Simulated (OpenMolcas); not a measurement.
# Zr III: the spin-orbit constant, worked from levels

```
Program             : OpenMolcas 26.06
Basis               : ANO-RCC-VTZP [7s6p4d2f1g]
Scalar Hamiltonian  : DKH2, point nucleus
Active space        : 2 electrons in 5 orbitals (4d)
State averaging     : 2S+1 = 3 even, 10 roots; 2S+1 = 1 even, 15 roots kept (CI in the orbitals of an earlier block)
Spin-orbit coupling : RASSI with atomic mean-field integrals over the reference wave functions, term energies averaged over their components
```

Methods: CASSCF; SS-CASPT2, IPEA 0.25 Eh, imaginary shift 0.1 Eh (closed shells correlated: 4s 4p). Measured levels: Moore, Atomic Energy Levels, vol. II, NSRDS-NBS 35 (1971 reprint of NBS Circular 467, 1952); NIST levels as listed in Rynkun, Gaigalas and Jonsson, Astron. Astrophys. 637, A10 (2020).

**The spin-orbit constant.** For the Hund term 3F of d2, E(J) = (A/2) J(J+1) + constant and ζ = 2S·A = 2A. From J = 2 to J = 4 the energy changes by 7 A.

| Source | E(4) - E(2) | A | ζ |
| --- | --- | --- | --- |
| CASSCF | 1483.6 | 211.9 | 424 |
| SS-CASPT2 | 1511.7 | 216.0 | 432 |
| measured | 1486.4 | 212.3 | 425 |

All in cm-1. SS-CASPT2 is off by +1.7 % and CASSCF by -0.2 %. Both methods take the spin-orbit matrix elements from the reference wave functions, so the second can move ζ only through the term energies and any multistate remixing. Second-order mixing with other terms is absorbed into this ζ.

CASPT2 does not keep the components of a term degenerate, so their means are used; among the terms shown or strongly mixed into the levels shown the widest spread is 480 cm-1 (4d2 3F, SS-CASPT2). Levels of configurations with an s electron are missing; early in the row they begin among the upper levels of the d shell and mix with terms of their name. Without dynamic correlation excited terms often stand tens of per cent too high (terms of higher spin than the ground term too low), and those without a measured partner can miss by more than the paired ones (holds for CASSCF). Measured partners are found by configuration, term and J. A level has none where our copy of the source lacks it or the pairing is in doubt (some pairs that miss far off the trend of their configuration count as doubtful), and it then counts in no deviation. Levels of configurations outside the active space are missing.
